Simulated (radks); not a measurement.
Q: All-electron atom: Co+ in [Ar] 3d8. Calculated with a radial shooting solver on a logarithmic mesh with Libxc functionals: scalar-relativistic Kohn-Sham, Slater X-alpha with alpha = 0.667, spin-polarised, spherical densities, finite nucleus; open shells are filled with parallel spins first; Fermi nuclear charge, rms radius 3.7875 fm. Some entries of the table are withheld. Estimate them.

| orbital | occ. | eigenvalue (eV) | <1/r> (bohr^-1) | <r> (bohr) |
|---|---|---|---|---|
| 1s up | 1 | -7577.751 | 26.99 | 0.05628 |
| 1s down | 1 | -7577.746 | 26.99 | 0.05628 |
| 2s up | 1 | -898.4380 | 5.799 | 0.2561 |
| 2s down | 1 | -897.3453 | 5.803 | 0.2560 |
| 2p up | 3 | -770.7131 | (1) | 0.2253 |
| 2p down | 3 | -769.8741 | (2) | 0.2251 |
| 3s up | 1 | -104.7946 | 1.824 | 0.7789 |
| 3s down | 1 | -102.5076 | 1.821 | 0.7802 |
| 3p up | 3 | -68.5815 | 1.678 | 0.8238 |
| 3p down | 3 | -66.3433 | 1.673 | 0.8263 |
| 3d up | 5 | -12.1292 | 1.239 | 1.129 |
| 3d down | 3 | -10.1610 | 1.206 | 1.183 |

A: 
(1) 2p up <1/r> (bohr^-1): 5.699
(2) 2p down <1/r> (bohr^-1): 5.703
